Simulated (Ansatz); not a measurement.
Isolated molecules relaxed with PBE0-D4/def2-TZVP in Ansatz; ΔE leaves out vibrations. CCSD(T)/CBS adds triple-zeta CCSD(T) − MP2 to the extrapolated MP2 energy (def2 sets, frozen cores). This one scheme is used for every species. Functionals use def2-TZVPP. B3LYP here is the variant with VWN-RPA as its local correlation; programs differ in this. For Ge outer-core shells are correlated without core-valence functions, which leaves a few kJ/mol of doubt a bond. Scalar relativity is left out up to krypton. One conformer a species, not always the lowest.

`CN[BH][GeH3]` + H–F → `CNBF` + GeH₄  (cleavage of the B–Ge bond)

Question: Is it downhill or uphill in electronic energy at CCSD(T)/CBS, and by how much? (Estimate.)

Answer: Computed: Downhill: ΔE = -130.1 kJ/mol.

Question: What do these levels give: r2SCAN-D4, PBE0-D4, B3LYP-D4, ωB97X-V, PBE0, B3LYP, CCSD/def2-TZVPP, MP2/def2-QZVPP, SCS-MP2/def2-QZVPP, HF/CBS(def2), MP2/CBS(def2), CCSD/CBS(def2)? (Best estimate.)

Answer: Ansatz gave: r2SCAN-D4 -144.6, PBE0-D4 -133.4, B3LYP-D4 -144.5, ωB97X-V -144.9, PBE0 -138.5, B3LYP -153.6, CCSD/def2-TZVPP -140.8, MP2/def2-QZVPP -131.9, SCS-MP2/def2-QZVPP -139.8, HF/CBS(def2) -177.8, MP2/CBS(def2) -128.9, CCSD/CBS(def2) -134.8 kJ/mol.

Largest T1 diagnostic among the species: 0.013.

In def2-TZVPP, CCSD(T) changes the Hartree–Fock value by +40.2 kJ/mol (the triples alone add +4.7 kJ/mol) and MP2 by +41.3 kJ/mol. The D4 term adds +9.1 kJ/mol with B3LYP and +5.1 kJ/mol with PBE0; it sums over pairs of atoms, weighted by their polarisabilities, and B3LYP, whose exchange is more repulsive, gets the larger term.
